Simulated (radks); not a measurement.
Problem. The table gives one normalised radial function P(r) = r R(r) of Lu24+ in [Kr] 4d10 4f1 (r in bohr). Method: scalar-relativistic Kohn-Sham, BLYP, spin-polarised, spherical densities, finite nucleus; open shells are filled with parallel spins first (spin-orbit coupling, left out, can overturn this in heavy ions); Fermi nuclear charge, rms radius 5.37 fm; computed with a radial shooting solver on a logarithmic mesh with Libxc functionals.

r            P
0.0007065   0.0645
0.00092     0.0795
0.001188    0.0968
0.001547    0.1178
0.002015    0.1421
0.002603    0.1684
0.003389    0.1973
0.004378    0.2251
0.005701    0.2499
0.007423    0.2651
0.009589    0.2628
0.01249     0.2326
0.01626     0.1634
0.021       0.0523
0.02735    -0.1028
0.03561    -0.2722
0.046      -0.3952
0.0599     -0.3990
0.07737    -0.2184
0.1007      0.1411
0.1312      0.5030
0.1695      0.5729
0.2207      0.1615
0.2873     -0.5246
0.3712     -0.8404
0.4833     -0.3139
0.6293      0.7385
0.8129      1.3387
1.059       1.0720
1.367       0.4688
1.78        0.0949
2.318       0.0078

Which n and l does it have? It may be an empty orbital.

Solution. n = 5, l = 0: the number of nodes gives n - l - 1 = 4, the rise at small r (about r^(l+1), flatter next to the nucleus through relativity) gives l, and the extent must fit the shell. The curve is that of 5s up; the table hardly tells the two spins apart. 5s up (empty): eigenvalue -599.05 eV, 4 radial nodes at r = 0.0231, 0.0917, 0.235, 0.525 bohr, <r> = 0.855 bohr, 90 % of the charge inside 1.19 bohr.
